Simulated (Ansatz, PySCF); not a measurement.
This triplet is an excited state, 1.25 eV above the relaxed singlet at the level frozen-core CCSD(T)/cc-pVTZ // PBE0-D3(BJ)/def2-TZVP (Ansatz, a quantum-chemistry and plane-wave program).

Z-matrix (Å, degrees):
```
Si
H 1 1.4844
H 1 1.4864 2 110.23
H 1 1.4869 2 110.04 3 -120.96
Ge 1 2.4025 2 105.91 4 -119.67
S 5 2.2216 1 115.10 2 -177.10
H 6 1.3456 5 96.98 1 -94.23
```
Charge 0, spin multiplicity 3.

Q: What highest occupied spin orbital, total energy and dipole moment does PBE0-D3(BJ)/def2-TZVP run with PySCF give?

A: 
```json
{
 "highest_occupied_spin_orbital": "-5.50 eV",
 "total_energy": "-2766.5587 Ha",
 "dipole_moment": "1.22 D"
}
```
